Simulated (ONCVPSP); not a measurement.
## Ni: ONCV pseudisation with PBEsol, scalar-relativistic reference atom.

* Element: nickel (Ni)
* Generator: ONCVPSP 4.0.1
* Type: optimised norm-conserving Vanderbilt (ONCV)
* Functional: PBEsol
* Relativity: scalar-relativistic
* Frozen core: [Ne]
* Valence charge: 18
* Reference configuration: 3s2 3p6 3d8 (charge +2)
* Partial waves: 3s: rc 1.25 bohr, ncon 4, nbas 8, qcut 7.3 1/bohr, 2 projectors, debl 3.6 Ha; 3p: rc 0.90 bohr, ncon 5, nbas 9, qcut 12 1/bohr, 1 projector; 3d: rc 1.65 bohr, ncon 4, nbas 8, qcut 10.3 1/bohr, 2 projectors, debl 1.5 Ha
* Local potential: polynomial inside 0.70 bohr (lpopt 2, dvloc0 1 Ha)
* Core correction: polynomial model core, fcfact 0.15

In the s channel the program set the typed energies aside and used -4.793, 0.250 Ha.

All-electron outer shells of the reference configuration (PBEsol, scalar-relativistic, ld1.x):

```csv
shell,level (eV),outermost node (bohr),outermost maximum (bohr)
3s,-130.42,0.30,0.64
3p,-90.92,0.27,0.65
3d,-28.34,–,0.63
```

What the tests gave:

| Item | Value |
| --- | --- |
| Cutoffs needed | 51 Ha and 128 Ha (the cutoffs (Ha) at which the residual kinetic energy of the hardest occupied pseudo-wave falls to 1 and 0.1 mHa per electron) |
| Ghost test | no bound ghost flagged; no localised positive-energy state flagged |
| Largest excitation error | -561 meV (all-electron minus pseudo) for 3s1 3p6 3d8 4s2, out of 4 test configurations |
| rms error of d²Exc/dni dnj | 5.09 mHa without and 1.60 mHa with the model core |

Generation and tests took about 5.7 s on one core of a shared server CPU.
